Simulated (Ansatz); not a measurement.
## Energy profile

The step: CH₆Ge ([CH3][GeH3]) + AsH₃ → GeAsH₅ ([GeH3][AsH2]) + CH₄; bonds formed: Ge1–As7, C2–H6; bonds broken: Ge1–C2, H6–As7 (atoms numbered as in the saddle structure below).

Ge1  (-1.265, -0.463, 0.192)
C2  (0.194, 1.235, 0.474)
H3  (-1.850, -0.595, -1.215)
H4  (-1.073, -1.684, 1.092)
H5  (-2.222, 0.506, 0.975)
H6  (0.403, 0.055, -0.129)
As7  (1.074, -1.665, -1.116)
H8  (1.235, 1.396, 0.172)
H9  (0.126, 1.261, 1.561)
H10  (-0.437, 1.983, -0.003)
H11  (2.148, -1.490, -0.043)
H12  (1.666, -0.538, -1.960)
(Å)

Electronic energies by CCSD(T) at an estimated basis limit (MP2 extrapolated from triple and quadruple zeta, plus CCSD(T) − MP2 in triple zeta), on PBE0-D4/def2-TZVP structures; CH₉AsGe, closed shell; no counterpoise correction. Computed with Ansatz 0.2.0 (basis: def2-TZVPP and def2-QZVPP); correlated methods freeze the cores. Filled d shells of the heavier atoms are correlated. The def2 sets are not built for correlating such inner shells, so the correlated values are less sure here. Extrapolation: Hartree–Fock as exp(−7.88 √X), correlation as X^−2.97.

Question: Give the profile in eV, counted from the separated reactants. (An estimate is asked for; the value comes from the calculation.)

Answer: Computed:
```json
{"point": "separated: CH₆Ge (linked as [CH3][GeH3]; Ge1, C2, H3, H4, H5, H8, H9, H10; singlet) + AsH₃ (H6, As7, H11, H12; singlet)", "eV": "0.000"}
{"point": "start structure", "eV": "-0.068"}
{"point": "saddle", "eV": "3.018"}
{"point": "end structure", "eV": "-0.622"}
{"point": "separated: GeAsH₅ (linked as [GeH3][AsH2]; Ge1, H3, H4, H5, As7, H11, H12; singlet) + CH₄ (C2, H6, H8, H9, H10; singlet)", "eV": "-0.577"}
```

T1 diagnostic: at most 0.013.

For scale, one of the runs: CCSD(T)/def2-TZVPP, 253 basis functions, launched by `ansatz run in.yaml --threads 8 --pin off --events-out ev --progress --plain --max-ram 19148MiB`. Hardware: 8 CPU threads of an Arm Neoverse V2, shared host. Wall time 2.7 min; peak host memory 5.7 GiB.
